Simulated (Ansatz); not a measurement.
Calculated with Ansatz (gas phase, PBE0-D4/def2-TZVP geometries, no zero-point term in ΔE). CBS: MP2 limit from def2 TZ/QZ plus the TZ coupled-cluster correction, frozen cores. This one scheme is used for every species. Functionals use def2-TZVPP. B3LYP here is the variant with VWN-RPA as its local correlation; programs differ in this. def2 core potentials past Kr. For I outer-core shells are correlated without core-valence functions, which leaves a few kJ/mol of doubt a bond. One conformer a species, not always the lowest.

Consider the cleavage of the B–B bond: `CBB([SiH3])Cl` + HI → `CBI` + `[SiH3]BCl`.

(1) Is it downhill or uphill in electronic energy at CCSD(T)/CBS, and by how much? (Best estimate.)

(2) What do these levels give: B3LYP-D4, HF/def2-TZVPP, CCSD/def2-TZVPP, HF/def2-QZVPP, MP2/def2-QZVPP, MP2/CBS(def2)? (Estimate.)

Largest T1 diagnostic among the species: 0.014.

Answers

(1) Computed: Downhill: ΔE = -0.91 eV.

(2) Computed: B3LYP-D4 -0.80, HF/def2-TZVPP -0.93, CCSD/def2-TZVPP -0.88, HF/def2-QZVPP -0.93, MP2/def2-QZVPP -1.01, MP2/CBS(def2) -1.02 eV.

The D4 term adds +0.04 eV with B3LYP and +0.03 eV with PBE0; it sums over pairs of atoms, weighted by their polarisabilities, and B3LYP, whose exchange is more repulsive, gets the larger term.
